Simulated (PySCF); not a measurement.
Working out the ionisation energy of Cl⁺

Cl⁺ [Ne] 3s2 3p4 (3P) → Cl²⁺ [Ne] 3s2 3p3 (4S). All numbers are calculated (PySCF 2.14, the non-relativistic Hamiltonian (point nucleus), in cc-pV(D+d)Z). Frozen: [Ne]. Energies in hartree (1 hartree = 27.21139 eV):

| part | Cl⁺ (lower) | Cl²⁺ (upper) |
| --- | --- | --- |
| UHF | -459.037293 | -458.208165 |
| CCSD correlation | -0.111542 | -0.094742 |
| (T) | -0.001334 | -0.000981 |

Task: What does Hartree-Fock give?

Result: (-458.208165) − (-459.037293) = 0.829128 hartree = 22.562 eV.

Task: What do CCSD and CCSD(T) give?

Result: The CCSD correlation energies differ by 0.016800 hartree = 0.457 eV and the triples by 0.000353 hartree = 0.010 eV, so CCSD gives 23.019 eV and CCSD(T) 23.029 eV.

Measured between the centres of the two terms (NIST): 23.771 eV, so CCSD(T) (valence) is off by -0.742 eV.

What remains against the reference includes basis incompleteness, the frozen core and higher excitations.
